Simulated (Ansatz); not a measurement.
Ansatz results at the PBE0-D4/def2-TZVP geometry: size of the dipole moment (B3LYP/def2-TZVPP) 3.76 D; size of the dipole moment (ωB97M-V/def2-TZVPP) 3.69 D; size of the dipole moment (PBE/def2-TZVPP) 3.57 D.

Each molecule was computed in one conformer, which needn't be the lowest.

(1) Which molecule gave them?
A. `CC[O]`•
B. `[AlH][O][SiH3]`•
C. `[AlH][Br]`•
D. `C[CH2][In][Cl]`•

Answers

(1) D. The others give `[AlH][O][SiH3]`•: 0.74, 0.87, 0.63; `[AlH][Br]`•: 1.54, 1.72, 1.33; `CC[O]`•: 2.10, 2.06, 2.14.

B3LYP here is the variant with VWN-RPA as its local correlation; programs differ in this.
